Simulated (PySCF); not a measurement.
Compound: C₇H₇Cl (charge -1 and doublet state).
Structure used (GFN2-xTB), in Å, numbered top down from 1:
```xyz
15
C7H7Cl angstrom
C     -2.172   -0.454    0.082
C     -0.713   -0.131    0.003
C      0.254   -1.219   -0.158
C      1.605   -0.946   -0.188
C      2.103    0.334   -0.078
C      1.168    1.435    0.076
C     -0.173    1.129    0.115
Cl    -1.270    2.507    0.323
H     -2.447   -0.869    1.064
H     -2.783    0.433   -0.083
H     -2.444   -1.204   -0.669
H     -0.123   -2.229   -0.255
H      2.304   -1.775   -0.306
H      3.165    0.542   -0.101
H      1.523    2.452    0.154
```

The species is `C[C-]1[CH]C=CC=C1Cl` [radical] (charge -1).

Method: UKS B3LYP, pcH-1 on C Cl H, non-relativistic, mean-field spin-orbit, GIAO in PySCF. Whether the extra electron is bound in the gas phase wasn't checked; a finite basis holds it in any case. Couplings are sensitive to structure, and on GFN2-xTB geometries they can be far from those on DFT ones, by a factor of two or more for some ions and for spin on atoms past the first row. Stability of the SCF solution: not tested.

Principal values of hyperfine tensors in MHz (contact, dipolar and spin–orbit terms together), for some of the nuclei:

| atom | isotope | A1 | A2 | A3 |
| --- | --- | --- | --- | --- |
| H9 | 1H | 35.54 | 36.57 | 42.88 |
| C7 | 13C | -43.31 | -25.55 | -23.06 |
| C4 | 13C | -35.52 | -20.43 | -17.65 |
| H12 | 1H | -39.03 | -23.18 | -10.40 |
| H15 | 1H | -37.82 | -22.77 | -9.61 |
| C3 | 13C | -6.11 | -4.98 | 79.15 |
| H11 | 1H | 18.97 | 19.32 | 25.78 |
| H14 | 1H | -31.73 | -19.61 | -7.36 |

(1) Give the isotropic coupling of each nucleus in MHz and in mT (g = 2.0026), and the anisotropic part.

(2) What spin density at the nucleus of H9 lies behind its contact coupling (g_N = 5.58569)?

(3) C6 (13C, g_N = 1.40482) isn't in the table. Its spin density at the nucleus is 0.0193 bohr⁻³. What is its contact coupling?

(4) Which nucleus of the table has the largest anisotropic coupling, and what is its form?

(5) What first-order splitting does H9 cause when the field lies along A1, A2 or A3 of its tensor (g taken as isotropic, no quadrupole term)?

Results:

(1) a_iso is a third of the trace, T = A − a_iso, and a(mT) = a(MHz)/(g × 13.996).

```tsv
atom	a_iso (MHz)	a_iso (mT)	T1	T2	T3
H9	38.33	1.368	-2.79	-1.76	4.55
C7	-30.64	-1.093	-12.67	5.09	7.58
C4	-24.53	-0.875	-10.98	4.10	6.88
H12	-24.21	-0.864	-14.83	1.02	13.80
H15	-23.40	-0.835	-14.42	0.62	13.79
C3	22.69	0.809	-28.79	-27.67	56.46
H11	21.36	0.762	-2.38	-2.04	4.42
H14	-19.57	-0.698	-12.16	-0.04	12.21
```

(2) a_FC = (2μ0/3) gₑ μB g_N μN ρ(0)/(2S·h) = 800.24 MHz × g_N × ρ(0)/(2S), with ρ in bohr⁻³. With a_FC = 38.33 MHz and 2S = 1, ρ(0) = 0.008575 bohr⁻³. In magnitude that is 2.7 % of the 1/π = 0.318 of a free hydrogen atom.

(3) By the same relation, a_FC = 21.7 MHz. Its full tensor has the principal values -6.21, -5.08, 76.26 MHz.

(4) C3: -28.8, -27.7, 56.5 MHz, axial, in the ratio −1:−1:+2, the form that spin in one p orbital centred on that nucleus gives.

(5) 2 lines (I = 1/2), spaced by |A_i|/(g × 13.996): 1.27, 1.30, 1.53 mT along the axes of A1, A2 and A3.
